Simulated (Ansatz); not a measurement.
A nudged elastic band was laid between two geometries of AlFH₄O₂Se (9 atoms, charge 0, multiplicity 1).

All numbers below come from Ansatz 0.2.0, RKS PBE0/def2-SVP.

| Item | Value |
| --- | --- |
| movable images | 5 |
| climbing image | yes |
| spring | 5.0 eV/Å² |
| optimiser | quadratic models (default) |
| start path | through a guess of the saddle point |
| force threshold | 0.03 eV/Å |
| iteration limit | 60 |
| end points | relaxed |

First end point:

```xyz
9
Properties=species:S:1:pos:R:3
Al -0.142 -0.127 -0.625
F 1.100 -1.157 -1.083
O -0.461 1.224 -1.621
O -1.428 -0.766 0.313
H 2.012 -0.423 1.544
Se 1.076 0.712 1.579
H 0.109 1.473 -2.348
H -2.316 -0.856 -0.037
H 0.050 -0.080 2.278
```

Last end point:

```xyz
9
Properties=species:S:1:pos:R:3
Al -0.240 0.085 -0.283
F 1.267 -1.195 -0.377
O -0.250 0.906 -1.769
O -1.543 -0.875 0.232
H 1.644 -0.738 0.422
Se 1.054 0.956 1.558
H 0.143 1.748 -1.993
H -2.325 -1.049 -0.294
H 0.251 0.164 2.504
```

**Question.** Which bonds break or form, and what moves?

**Answer.** Bonds broken: H5–Se6. Bonds formed: F2–H5.

**Question.** Give the energies along the band, and the barrier.

**Answer.** It converged. The highest image is number 5 of 0 to 6, 11.3 kcal/mol above the first end and 1.0 kcal/mol above the last; the last end lies 10.3 kcal/mol above the first. A vibrational analysis at the climbing image gives one clearly imaginary mode, 525i cm⁻¹: a first-order saddle point. The orbitals stay closed-shell, which can raise the energy where a bond breaks towards radicals; this wasn't checked here.

```
image  path coordinate (Å)  energy (kcal/mol)  H5–Se6 (Å)  F2–H5 (Å)
    0                 0.00                0.0        1.47       2.88
    1                 0.36                0.0        1.47       2.81
    2                 0.72                0.5        1.47       2.42
    3                 1.09                2.1        1.48       2.02
    4                 1.45                6.1        1.54       1.59
    5                 1.81               11.3        1.79       1.16
    6                 2.48               10.3        2.12       0.99
```

**Question.** What is the geometry of the highest image?

**Answer.** 
```xyz
9
Properties=species:S:1:pos:R:3
Al -0.247 0.057 -0.325
F 1.263 -1.016 -0.450
O -0.382 1.081 -1.671
O -1.556 -0.866 0.239
H 1.584 -0.472 0.521
Se 1.074 0.832 1.638
H 0.311 1.462 -2.207
H -2.377 -0.974 -0.243
H 0.330 -0.104 2.497
```

**Question.** What are the harmonic wavenumbers there?

**Answer.** 525i, 89, 130, 174, 191, 224, 237, 348, 358, 380, 500, 521, 585, 788, 848, 958, 1047, 1434, 2459, 3991, 4014 cm⁻¹.

The band took 30 iterations and of the order of 13 core-minutes.

Time of the run: 6.5 min on 2 threads of Arm Neoverse V2 (shared host), peak memory 0.27 GiB.
